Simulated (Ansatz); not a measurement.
Mulliken charges of Cl$_{3}$H$_{2}$InS, SMILES `[SH2+][In-]([Cl])([Cl])[Cl]` from B3LYP/def2-TZVPP in Ansatz (PBE0-D4/def2-TZVP geometry).

```json
{"atom": "S1", "x (Å)": "-0.773", "y (Å)": "0.743", "z (Å)": "1.312", "charge (e)": "-0.095"}
{"atom": "In2", "x (Å)": "0.776", "y (Å)": "-0.605", "z (Å)": "-0.489", "charge (e)": "0.870"}
{"atom": "Cl3", "x (Å)": "2.462", "y (Å)": "-1.439", "z (Å)": "0.855", "charge (e)": "-0.355"}
{"atom": "Cl4", "x (Å)": "-0.906", "y (Å)": "-2.045", "z (Å)": "-1.200", "charge (e)": "-0.372"}
{"atom": "Cl5", "x (Å)": "1.225", "y (Å)": "1.247", "z (Å)": "-1.823", "charge (e)": "-0.372"}
{"atom": "H6", "x (Å)": "-1.896", "y (Å)": "0.211", "z (Å)": "0.793", "charge (e)": "0.162"}
{"atom": "H7", "x (Å)": "-0.827", "y (Å)": "1.820", "z (Å)": "0.507", "charge (e)": "0.162"}
```

By hand: the dipole of these point charges (1 e Å = 4.8032 D).

Σ q r = (-0.685, 0.540, 0.482) e Å, of length 0.997 e Å = 4.79 D.

How does the dipole of the full density compare? (Best estimate.)

The calculation gave: (-0.630, 0.501, 0.469) e Å, 4.47 D; the point charges give 1.07 times that, at 1° from its direction.

Point charges leave out the atoms' own dipoles, such as those of lone pairs, and Mulliken's split depends on the basis, so the close match here is no proof of good charges.

B3LYP here is the variant with VWN-RPA as its local correlation; programs differ in this.
